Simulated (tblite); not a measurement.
Species: C4H8NSSi (doublet state).
SMILES with atom numbers: `[CH3:1][S:2][Si:3]([NH2:4])[CH:5]1[CH:6]=[CH:7]1` (hydrogens: H8, H9, H10 on C1; H11, H12 on N4; H13 on C5; H14 on C6; H15 on C7)

Structure optimised with GFN2-xTB, isolated species. This method treats the open shell by occupation alone, without spin polarisation.

Some entries are withheld. Bonds in one row agree within 0.01 Å.

```tsv
coordinate	value
C1–S2	?
S2–Si3	2.179 Å
Si3–N4	?
Si3–C5	?
C5–C6, C5–C7	?
C6=C7	1.294 Å
C1–H8, C1–H9, C1–H10	1.085 Å
N4–H11, N4–H12	1.009 Å
C5–H13	1.091 Å
C6–H14, C7–H15	1.061 Å
C1–S2–Si3	?
S2–Si3–N4	?
S2–Si3–C5	104.1°
N4–Si3–C5	116.7°
Si3–C5–C6	119.2°
Si3–C5–C7	121.1°
C6–C5–C7	50.8°
C5–C6–C7	?
C5–C7–C6	?
```

Q: Fill in the missing values.

A: 
- C1–S2 = 1.816 Å, drawn single (ends: carbon bonded to S and 3 H; sulfur bonded to C and Si); 0.01 Å above the sum of covalent radii, 1.81 Å.
- Si3–N4 = 1.728 Å, drawn single (ends: silicon bonded to C, N and S; nitrogen bonded to Si and 2 H); 0.09 Å below the sum of covalent radii, 1.82 Å.
- Si3–C5 = 1.897 Å, drawn single (ends: silicon bonded to C, N and S; carbon bonded to 2 C, Si and H); 0.03 Å above the sum of covalent radii, 1.87 Å.
- C5–C6, C5–C7 = 1.509 Å, drawn single (ends: carbon bonded to 2 C, Si and H; carbon bonded to 2 C and H); 0.02 Å above the sum of covalent radii, 1.49 Å.
- C1–S2–Si3 = 98.8°, at the sulfur bonded to C and Si; the outer atoms are 3.043 Å apart.
- S2–Si3–N4 = 104.5°, at the silicon bonded to C, N and S; the outer atoms are 3.103 Å apart.
- C5–C6–C7 = 64.4°, at the carbon bonded to 2 C and H, inside a 3-membered ring; the outer atoms are 1.506 Å apart.
- C5–C7–C6 = 64.9°, at the carbon bonded to 2 C and H, inside a 3-membered ring; the outer atoms are 1.513 Å apart.

Radii are Cordero's, carbon taken as 0.76, 0.73 or 0.69 Å for four, three, and two or fewer neighbours.

Its GFN2-xTB frequencies are all real (lowest 34 cm⁻¹). Torsions: C1–S2–Si3–N4 -58°, S2–Si3–N4–H 174° and -44°, S2–Si3–C5–C6 15°.

One conformer stands for the species.

The numbers are calculated, not measured.
